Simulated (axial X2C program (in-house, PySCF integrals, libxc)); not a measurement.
**Nuclear properties of ReF⁺**

Computed with an in-house all-electron X2C program for linear molecules (integrals from PySCF): two-component X2C with atomic mean-field Coulomb and Gaunt terms, Gaussian nuclei, basis Re dyall-cv3z, F dyall-av3z with contracted cores.

R = 1.809 Å (near the PBE0 minimum at charge 1 of the determinant lowest at the starting distance; the state shown can have its own minimum elsewhere).

Input and command:
```json
{"zs": [75, 9], "q": 1, "bas": ["dyall-cv3z", "dyall-av3z"], "r0": 1.95, "levels": ["PBE0", "HF", "BHandHLYP", "B3LYP", "PBE50"], "nst": 3}
```
```bash
python soeom.py task.json out
```

Keys: zs atomic numbers; q charge; bas basis sets; r0 starting distance in Å; levels methods; nst determinants followed.

Determinant lowest in the PBE0 search, Ω = 5/2 (⟨Sz⟩ = 2.45, ⟨Lz⟩ = 0.05 at PBE0), spin on the atoms Re 2.40, F 0.05:

```json
{"level": "PBE0", "Eeff magnitude (GV/cm)": "6.42", "Ws magnitude Re (kHz)": "1.28", "A∥/gI Re (MHz)": "2620", "qzz Re (a.u.)": "-0.65", "A∥/gI F (MHz)": "-7.46", "qzz F (a.u.)": "1.57"}
{"level": "HF", "Eeff magnitude (GV/cm)": "11.9", "Ws magnitude Re (kHz)": "3.4", "A∥/gI Re (MHz)": "1980", "qzz Re (a.u.)": "-2.84", "A∥/gI F (MHz)": "-4.68", "qzz F (a.u.)": "1.45"}
{"level": "BHandHLYP", "Eeff magnitude (GV/cm)": "7.82", "Ws magnitude Re (kHz)": "1.79", "A∥/gI Re (MHz)": "2450", "qzz Re (a.u.)": "-1.24", "A∥/gI F (MHz)": "-2.89", "qzz F (a.u.)": "1.44"}
{"level": "B3LYP", "Eeff magnitude (GV/cm)": "4.06", "Ws magnitude Re (kHz)": "0.361", "A∥/gI Re (MHz)": "2730", "qzz Re (a.u.)": "-0.29", "A∥/gI F (MHz)": "-7.44", "qzz F (a.u.)": "1.48"}
{"level": "PBE50", "Eeff magnitude (GV/cm)": "10.5", "Ws magnitude Re (kHz)": "2.87", "A∥/gI Re (MHz)": "2400", "qzz Re (a.u.)": "-1.46", "A∥/gI F (MHz)": "-4.93", "qzz F (a.u.)": "1.55"}
```

Determinant 1.67 eV from it at PBE0 and this distance, Ω = 3/2 (⟨Sz⟩ = 1.51, ⟨Lz⟩ = -0.01 at PBE0), spin on the atoms Re 1.53, F -0.02:

| level | Eeff magnitude (GV/cm) | Ws magnitude Re (kHz) | A∥/gI Re (MHz) | qzz Re (a.u.) | A∥/gI F (MHz) | qzz F (a.u.) |
| --- | --- | --- | --- | --- | --- | --- |
| PBE0 | 9.63 | 7.38 | 4860 | -2.42 | -24.1 | 1.19 |
| HF | 48.8 | 38.9 | 4830 | -8.10 | -43.9 | 0.52 |
| BHandHLYP | 12 | 9.26 | 4640 | -3.30 | -20 | 1.15 |
| B3LYP | 12.4 | 9 | 4910 | -2.14 | -17 | 1.17 |
| PBE50 | 8.48 | 7 | 4650 | -3.37 | -26.6 | 1.19 |

Eeff is the effective electric field on the electron electric dipole moment in this Ω state and Ws the scalar–pseudoscalar constant of the nucleus named (defined with the proton number Z and per Ω); A∥ (defined per Ω) follows by multiplying with gI = μI/(I μN); qzz is the electric field gradient, eQq0 = 234.96 MHz × Q/barn × qzz. The operators were transformed with the bare-nucleus X2C matrices; with these basis sets, hyperfine constants and field gradients can be off by tens of per cent, and where levels differ in sign neither size nor sign is settled.

(1) With gI(187Re) = 1.2879 (g factors from the IAEA table of nuclear moments by Stone), turn the PBE0 values of the first state into constants in MHz.

Each state is one determinant with collinear spin, which with several unpaired electrons need not be a pure state. Unrestricted Hartree–Fock can overshoot spin polarisation at the nuclei. This is the top spin component of a Σ state; components of lower Ω are not single determinants and can lie lower. With several open shells hyperfine constants can be off by a factor of several. Where Eeff spreads by more than a factor of two the levels disagree and none is to be relied on. The search compared states at one distance, so a state with another bond length can lie lower. Further determinants of the search, some of them spin-mixed, are not shown. Where a field gradient or hyperfine factor spreads by more than a factor of two over the levels, a constant derived from it is not to be relied on. PBE0 term energies can be off by some tenths of an eV.

## Answers

(1) A∥(187Re) = 2620 × 1.2879 = 3370 MHz.
